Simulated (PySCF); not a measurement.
1-aminosilyl-2-silylethyne (C2H7NSi2), SMILES N[SiH2]C#C[SiH3]. Geometry: ωB97X-D3(BJ)/def2-SVP. Other conformers were not sampled.

Computed equilibrium geometry at ωB97X-D3(BJ)/def2-SVP (PySCF confirms it by a frequency run) as Cartesian coordinates in Å (one conformer of several):
```xyz
12

Si     2.9001     0.4774     0.0190
C      1.1037     0.0931     0.1480
C     -0.0872    -0.1641     0.2385
Si    -1.9039    -0.5406     0.3511
N     -2.8556     0.1047    -0.9376
H      3.0920     1.6540    -0.8737
H      3.4407     0.7877     1.3711
H      3.6215    -0.6958    -0.5473
H     -2.0389    -2.0217     0.3404
H     -2.3867     0.0426     1.6312
H     -2.7747    -0.2949    -1.8670
H     -3.0104     1.1063    -0.9914
```
Charge 0, spin multiplicity 1.
